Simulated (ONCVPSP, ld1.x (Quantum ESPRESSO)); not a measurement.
**Potentials for Tl (Z = 81) compared**

Generated with ld1.x 7.5 (TM, RRKJ, ultrasoft, PAW), atompaw 4.2 or ONCVPSP 4.0.1. The cutoff is in Ry: for ld1.x and atompaw files where the sum of valence levels is converged to 10 mRy in a Bessel basis, for ONCV files where the hardest occupied wave has 1 mHa per electron of residual kinetic energy. The error is the largest all-electron minus pseudo excitation energy over each file’s own four to seven test configurations (ionisations up to +4, promotions, holes and added fractions of an electron), all of which were solved. The labels leave out finer settings (local radius, basis sizes, second energies), which also bear on the numbers. Spin-polarised tests are not counted. The rows are a selection from randomly drawn settings: files with unsolved tests, undetermined cutoffs or missed reference levels are left out.

A true bound ghost makes a file unfit for plane-wave use even where its test errors are small: the radial tests pick states by their node count and pass the ghost by.

| potential | cutoff (Ry) | largest error (meV) | bound ghosts |
| --- | --- | --- | --- |
| TM, revPBE, fully relativistic, rc 2.05/2.55/2.15 (spd), local s, core correction yes, reference 5d10 6s2 6p1 | 45 | -175 | none |
| ONCV, LDA (Perdew-Zunger), fully relativistic, rc 1.15/1.40/1.35 (spd), local smoothed, core correction yes, reference 5s2 5p6 5d10 6s1, qcut 8.1/12/8.3, projectors 2/3/2 | 91 | -1.7 | none |
| ONCV, LDA (Perdew-Wang 92), scalar-relativistic, rc 1.95/2.15/1.20 (spd), local smoothed, core correction yes, reference 5d10 6s2 6p0.5, qcut 3/3.7/9.5, projectors 2/2/3 | 45 | -24 | s, p |
| RRKJ, PBEsol, fully relativistic, rc 2.20/3.05/1.35 (spd), local s, core correction no, reference 5d10 6s1.75 6p1.25 | 90 | -134 | none |
| TM, LDA (PZ), scalar-relativistic, rc 1.85/2.50 (sp), local p, core correction yes, reference 6s2 6p1 | 21 | -391 | none |

(1) Fill in the row for Tl: ONCV, LDA (Perdew-Wang 92), fully relativistic, rc 2.10/3.00/1.35/0.70 (spdf), local smoothed, core correction yes, reference 4f14 5d10 6s1.5 6p1.5, qcut 2.8/3/8.4/23.2, projectors 2/2/2/2.

(2) Fill in the row for Tl: TM, PW91, fully relativistic, rc 2.20/2.30/1.80 (spd), local smoothed, core correction yes, reference 5d10 6s1 6p0.

## Answers

(1) cutoff 503 Ry, largest error -32 meV, bound ghosts: s, p3/2, p1/2.

(2) cutoff 50 Ry, largest error -219 meV, bound ghosts: none.
